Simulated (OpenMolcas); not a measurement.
# Ca+: effect of the active space

```json
{
  "Program": "OpenMolcas 26.06",
  "Method": "XMS-CASPT2, IPEA 0.25 Eh, imaginary shift 0.1 Eh",
  "Basis": "ANO-RCC-VTZP",
  "Scalar Hamiltonian": "DKH2, point nucleus",
  "Spin-orbit coupling": "RASSI with atomic mean-field integrals over the reference wave functions, term energies averaged over their components"
}
```

A. 1 electron in 4 orbitals (4s 4p); 2S+1 = 2 even, 1 root; 2S+1 = 2 odd, 3 roots; closed shells correlated: 3s 3p; CASPT2 step of the order of 0.8 core-seconds
B. 1 electron in 9 orbitals (3d 4s 4p); 2S+1 = 2 even, 6 roots; 2S+1 = 2 odd, 3 roots; closed shells correlated: 3s 3p; CASPT2 step of the order of 2.3 core-seconds

Energies in cm⁻¹ above 4s ²S_1/2, the measured ground level; measured values from NIST Handbook of Basic Atomic Spectroscopic Data.

```csv
Level,A,B,Measured
4s ²S_1/2,0.0,0.0,0.0
4p ²P°_1/2,24960,25320,25192
4p ²P°_3/2,25110,25470,25414
```

Deviations, from unrounded energies. A percentage is the sum of absolute deviations over the sum of measured energies, with the sign that they share, or ± where signs differ.

```csv
Against measurement,Levels,A,B
mean absolute deviation (cm-1),2,270,90
other configurations (%),2,-1.1,+0.4
```

B lies closest to measurement on these levels. The largest miss of B in the table is 4p ²P°_1/2, by +130 cm-1. The ranking rests on the paired levels alone, and a cruder setting can come out closer through cancelling errors.

Between A and B the level of the table that moves most is 4p ²P°_3/2, by 360 cm-1 (lowest in A, highest in B). Moves below CASPT2's spread within the term are not significant.

ANO sets are built for ground and valence states and can reach diffuse excited orbitals poorly. With one active electron, CASPT2 adds the correlation within the correlated inactive shells and between them and that electron, and leaves the splitting within a term as the reference gives it. Computed and measured levels are paired by configuration, term and J; levels that our copy of the source lacks, or whose pairing is in doubt (as where it misses far off the trend of its configuration), stay unpaired and out of the deviations. Only configurations of the active space appear. Levels that lie high or do not pair safely by name in every column are left out.

° marks odd parity.
